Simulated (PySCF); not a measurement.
Vertical excitations of a molecule CH8N2Si2 from PySCF with TDDFT-PBE/def2-SVPD, as energy in eV (oscillator strength): 4.90 (0.011), 5.07 (0.015), 5.30 (0.004), 5.39 (0.008), 5.49 (0.037), 5.62 (0.003), 6.04 (0.131), 6.06 (0.019), 6.16 (0.071), 6.41 (0.011). Lowest triplet (TDA): 4.58 eV. Geometry: PBE0-D3(BJ)/def2-SVP. The values are those of a single conformer.

Which structure fits?
(A) C1N[SiH2]N[SiH2]1
(B) N[Si@H]1NC[SiH2]1
(C) N[Si@H]1C[SiH2]N1
(D) N[SiH2]/N=C/[SiH3]

B, N[Si@H]1NC[SiH2]1
